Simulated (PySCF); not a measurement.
PySCF job for disulfane (H2S2), SMILES SS, B3LYP/pcJ-1. Geometry: PBE0-D3(BJ)/def2-TZVP.

```python
import numpy as np
from pyscf import gto, scf, dft
from pyscf.prop.ssc import rks as ssc

mol = gto.M(
    atom='''
    S     1.02066955    0.06784490    0.05513397
    S    -1.02066955   -0.06784484    0.05513403
    H     1.28460162   -0.86248968   -0.88214358
    H    -1.28460162    0.86248882   -0.88214443
    ''',
    basis='pcJ-1',
    charge=0,
    spin=0,
    max_memory=1600,
    verbose=3,
)
mf = dft.RKS(mol, xc='b3lyp')
mf.grids.level = 3
mf.conv_tol = 1e-10
mf.max_cycle = 100
mf.kernel()
j = ssc.SSC(mf)
j.with_fcsd = True
j.max_cycle_cphf = 80
j.conv_tol = 1e-7
e11 = j.kernel()
```

Log of the run:

```
converged SCF energy = -792.4687183068
Reduced spin-spin coupling constant K (Hz)
               #0        #1        #2        #3
        0 S    0.00000
        1 S  -26.71174   0.00000
        2 H    4.71844   1.19162   0.00000
        3 H    1.19160   4.71847  -0.06950   0.00000
Spin-spin coupling constant J (Hz)
               #0        #1        #2        #3
        0 S    0.00000
        1 S   -4.92096   0.00000
        2 H   11.31227   2.85686   0.00000
        3 H    2.85681  11.31234  -2.16837   0.00000
```

The run converged.

Cost: roughly 20 core-seconds.
